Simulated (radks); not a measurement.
Valence configurations of Gd2+ (all share [Xe]). Calculated with a radial shooting solver on a logarithmic mesh with Libxc functionals: Dirac Kohn-Sham, PBE, spin-unpolarised, spherical densities, finite nucleus; open shells fill j = l - 1/2 first; Fermi nuclear charge, rms radius 5.1569 fm. Energies are relative to 4f7 5d1; eigenvalues in eV.

\begin{tabular}{lrrrrrr}
valence & E (eV) & e(4f5/2) & e(4f7/2) & e(5d3/2) & e(6p1/2) & e(6s1/2) \\ \hline
4f7 5d1 & 0.000 & -22.596 & -21.842 & -15.323 & - & - \\
4f6 5d1 6s1 & 10.601 & -32.255 & - & -18.827 & - & -16.870 \\
4f6.5 5d1 6s0.5 & 4.334 & -27.257 & -26.474 & -17.034 & - & -15.926 \\
4f7.5 5d0.5 & -2.686 & -19.539 & -18.813 & -14.549 & - & - \\
4f6.5 5d1.5 & 3.869 & -25.870 & -25.088 & -16.096 & - & - \\
4f7 6s1 & 0.660 & -25.318 & -24.561 & - & - & -16.173 \\
4f5.5 5d1 6s1.5 & 19.379 & -37.582 & - & -20.686 & - & -17.805 \\
4f6 5d0.5 6s1.5 & 11.676 & -33.779 & - & -19.835 & - & -17.491 \\
4f7 6p1 & 4.754 & -26.335 & -25.577 & - & -12.646 & - \\
4f6 5d1 6p1 & 14.913 & -33.250 & - & -19.614 & -13.094 & - \\
\end{tabular}

NIST lists [Xe] 4f7 5d1 as the ground configuration; this level of theory puts 4f7.5 5d0.5 lower, by 2.686 eV. The energies are those of spherical spin-averaged densities, not of single terms.
